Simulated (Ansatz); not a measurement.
One change: `C=CN[SiH2][AlH2]` becomes `C=C[NH][Zn][CH3]`.

Ansatz, PBE0-D4/def2-TZVP geometries, multiplicity 1. Each molecule was computed in one conformer, which needn't be the lowest.

Scalar relativity is left out up to krypton.

```csv
property,`C=CN[SiH2][AlH2]`
size of the dipole moment (B3LYP/def2-TZVPP) / D,4.01
LUMO energy (PBE0/def2-TZVPP) / eV,-1.44
LUMO energy (ωB97M-V/def2-TZVPP) / eV,0.56
HOMO–LUMO gap (ωB97M-V/def2-TZVPP) / eV,9.42
HOMO energy (ωB97M-V/def2-TZVPP) / eV,-8.86
HOMO energy (PBE0/def2-TZVPP) / eV,-6.85
```

Task: Give the same properties after the change, and the shifts. (Estimate.)

Result: The calculation gave: 
```tsv
property	`C=C[NH][Zn][CH3]`	shift
size of the dipole moment (B3LYP/def2-TZVPP) / D	2.05	-1.96
LUMO energy (PBE0/def2-TZVPP) / eV	-0.15	1.29
LUMO energy (ωB97M-V/def2-TZVPP) / eV	1.09	0.53
HOMO–LUMO gap (ωB97M-V/def2-TZVPP) / eV	8.74	-0.68
HOMO energy (ωB97M-V/def2-TZVPP) / eV	-7.65	1.21
HOMO energy (PBE0/def2-TZVPP) / eV	-5.45	1.40
```

With PBE0 the HOMO rises by 1.40 eV and the LUMO rises by 1.29 eV, so the gap narrows by about 0.11 eV. PBE moves the HOMO by 1.43 eV and ωB97M-V by 1.21 eV. Dipoles are sizes alone; their direction can turn.

B3LYP here is the variant with VWN-RPA as its local correlation; programs differ in this.
